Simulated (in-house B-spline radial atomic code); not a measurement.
# BHandHLYP excitations of the iodine ion I⁴¹⁺

Method: BHandHLYP. Computed with an all-electron radial atomic-structure program (B-spline basis): linear response of the closed shell [Ne] 3s2 with the functional's adiabatic kernel; non-relativistic, point nucleus, no spin-orbit coupling, no double excitations, S, P, D and F terms only.

Without relativity these are model numbers for so heavy an element.

Command:
```bash
python run_td.py task.json out
```
Settings (radii: box in bohr, nucleus in fm):
```
Z                        53
electrons                12
configuration            [Ne] 3s2
hamiltonian              nr
method                   bhandhlyp
box_radius               3.13
intervals                49
```

Run time, properties included: 0.4 s on 1 thread of Intel(R) Xeon(R) Platinum 8488C (Sapphire Rapids) (shared host).

The lowest states, in the order of their Tamm-Dancoff energies; the method's threshold (minus the highest occupied level) is 2974.85 eV. Labels give the largest channel, * marks a mixed state, and oscillator strengths are full-response dipole values. Semilocal kernels can invert the small singlet-triplet splittings of Rydberg terms. Energies in eV:

```csv
state,full response,Tamm-Dancoff,oscillator strength
3s → 3p 3P,70.73,72.71,-
3s → 3p 1P,107.79,109.97,0.332
3s → 3d 3D,206.71,206.98,-
3s → 3d 1D,220.41,220.46,-
3s → 4s 3S,1344.19,1344.22,-
3s → 4s 1S,?,?,-
3s → 4p 3P,?,?,-
3s → 4p 1P,1396.93,1397.00,0.714
3s → 4d 3D,1435.29,1435.31,-
3s → 4d 1D,1446.81,1446.86,-
```

Problem. Where does 3s → 4s 1S lie?

Solution. At 1362.88 eV in full response, 1363.00 eV in Tamm-Dancoff.

Problem. Where does 3s → 4p 3P lie?

Solution. At 1383.93 eV in full response, 1383.95 eV in Tamm-Dancoff.

Problem. How large is the singlet-triplet splitting of 3s → 3p (P terms) in Tamm-Dancoff?

Solution. 37.3 eV, from the unrounded values.

Problem. What polarisabilities and dispersion coefficient does the method give?

Solution. Dipole 0.02174 bohr³, quadrupole 0.0006205 bohr⁵, C6 0.001493 hartree·bohr⁶ for two such species.
